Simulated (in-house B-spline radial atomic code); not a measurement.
Radial electron density of Rh, [Kr] 4d8 5f1. Computed with an all-electron radial atomic-structure program (B-spline basis): scalar-relativistic (X2C) Hartree-Fock, spin-polarised, averaged over the determinants with the given up and down occupations, Fermi nucleus of rms radius 4.4945 fm, inside a hard spherical wall at 3.51 bohr.

One-electron X2C: radii and densities carry no picture-change correction, so inner-shell <1/r> comes out high (for 1s by about 2 % at Z = 33, 5 % at 54, 10 % at 75, 30 % at 118) and <r> low.

Columns: r (bohr), 4πr²n(r) (electrons per bohr), bar.

```
 0.00115    1.881 #
  0.0014    2.593 ##
 0.00169    3.511 ##
 0.00205    4.768 ###
 0.00248    6.408 ####
   0.003     8.55 #####
 0.00363    11.31 #######
 0.00439    14.79 #########
 0.00532    19.14 ############
 0.00644    24.33 ###############
 0.00779     30.3 ###################
 0.00943    36.89 #######################
  0.0114    43.58 ###########################
  0.0138    49.82 ###############################
  0.0167     54.7 ##################################
  0.0202    57.38 ###################################
  0.0245    57.33 ###################################
  0.0297    54.74 ##################################
  0.0359    51.08 ################################
  0.0435    48.64 ##############################
  0.0526    49.97 ###############################
  0.0637    56.02 ###################################
  0.0771    64.73 ########################################
  0.0933    71.18 ############################################
   0.113    70.41 ############################################
   0.137    61.67 ######################################
   0.165    51.23 ################################
     0.2    46.54 #############################
   0.242    50.61 ###############################
   0.293    56.35 ###################################
   0.355    53.58 #################################
    0.43    40.13 #########################
    0.52    24.41 ###############
   0.629     15.5 ##########
   0.762     14.6 #########
   0.922    16.07 ##########
    1.12    15.04 #########
    1.35    11.46 #######
    1.64    7.073 ####
    1.98     3.74 ##
     2.4    1.944 #
     2.9   0.9899 #
    3.47 0.006209
```

On this grid the curve has 4 maxima, near 0.0202, 0.0933, 0.293, 0.922 bohr.

The 5f up radial function P(r) = rR(r), positive near the nucleus:

```tsv
r (bohr)	P
0.0526	0.0009095
0.0771	0.003297
0.113	0.01099
0.165	0.03263
0.242	0.08617
0.355	0.1966
0.52	0.3848
0.762	0.6325
1.12	0.7998
1.64	0.5216
2.4	-0.5192
3.47	-0.06543
```
